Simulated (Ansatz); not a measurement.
A geometry relaxed with PBE0-D3(BJ)/def2-TZVP (Ansatz, a quantum-chemistry and plane-wave program), charge 0, multiplicity 2:

```xyz
3

Br     1.9541    -0.3799     0.0000
Al    -0.0011     0.7655     0.0000
Br    -1.9530    -0.3856     0.0000
```

Task: Write the SMILES of this molecule.

Result: `[Br][Al][Br]`
